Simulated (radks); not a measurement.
Values are calculated unless marked as measured or tabulated.
Q: Sb IV, 48 electrons, occupied as [Kr] 4d10 5s2. Code: a radial shooting solver on a logarithmic mesh with Libxc functionals. Model: scalar-relativistic Kohn-Sham, XLYP, spin-unpolarised, spherical densities, point nucleus. Some entries of the table are withheld. Estimate them.

| orbital | occ. | eigenvalue (eV) | <1/r> (bohr^-1) |
|---|---|---|---|
| 1s | 2 | -30343.17 | (1) |
| 2s | 2 | (2) | 12.42 |
| 2p | 6 | -4170.993 | 11.92 |
| 3s | 2 | -933.6671 | 4.422 |
| 3p | 6 | -780.0202 | (3) |
| 3d | 10 | -545.5058 | 3.977 |
| 4s | 2 | -178.0931 | 1.760 |
| 4p | 6 | -131.0133 | (4) |
| 4d | 10 | -62.5829 | 1.302 |
| 5s | 2 | -39.0114 | 0.6396 |

A: 
(1) 1s <1/r> (bohr^-1): 54.33
(2) 2s eigenvalue (eV): -4642.443
(3) 3p <1/r> (bohr^-1): 4.209
(4) 4p <1/r> (bohr^-1): 1.603
